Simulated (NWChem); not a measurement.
# MgSiH3Cl; SMILES [SiH3][Mg][Cl]

Computed with NWChem. Pople sets run with spherical d functions. Medium grid unless said otherwise, to which SCAN and Minnesota functionals are sensitive. All runs use the structure optimised with PBE0/def2-SVP.

For level TPSSh/6-31G*:

- highest occupied level (eV) = -6.99
- orbital gap (eV) = 5.58
- dipole (D) = 1.50

### Question
How do the values read with level M06-L/6-31G* instead?

### Answer
| Quantity | Value |
|---|---|
| highest occupied level (eV) | -6.69 |
| orbital gap (eV) | 5.35 |
| dipole (D) | 1.63 |
